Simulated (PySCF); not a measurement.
## Dy⁶⁰⁺: ionisation energy

Dy⁶⁰⁺ [He] 2s2 2p2 [2p1/2^2, M_J = 0] → Dy⁶¹⁺ [He] 2s2 2p1 [2p1/2^1, M_J = 1/2], as a difference of total energies. All numbers are calculated (PySCF 2.14, the two-component X2C-1e Hamiltonian, in an uncontracted even-tempered set (17 s from 42 bohr⁻², ratio 2.4; 13 p from 55 bohr⁻², ratio 2.4; 5 d from 180 bohr⁻², ratio 2.6; 4 f from 270 bohr⁻², ratio 2.6)). Correlated levels: nothing frozen; the 30 highest virtual spinors dropped. "Screened" scales the spin-orbit matrix elements by Boettger's factors to mimic the two-electron term; Breit and QED terms are absent.

```csv
method,ionisation energy (eV)
GHF (spin-free),13590.6
GMP2 (spin-free),13590.5
GHF (screened spin-orbit),14163.4
GMP2 (screened spin-orbit),14165.7
```

Problem. How much does correlation contribute at GMP2 (screened spin-orbit)?

Solution. 14165.7 − (14163.4) = 2.3 eV, measured against GHF (screened spin-orbit).

For this ion Breit and QED terms and the two-electron picture change, all absent here, outweigh the correlation shift from GHF to GMP2.

The spin-free rows relax to the high-spin LS determinant and lack the spin-orbit shift.

The labels give the starting determinants; with spin-orbit coupling the two ends relaxed to ⟨J²⟩ = 0.00, ⟨L²⟩ = 1.33, ⟨S²⟩ = 1.33 and ⟨J²⟩ = 0.75, ⟨L²⟩ = 2.00, ⟨S²⟩ = 0.75.

For comparison: 14144 ± 10 eV (theoretical estimate listed by NIST; NIST Atomic Spectra Database, ionization energies).
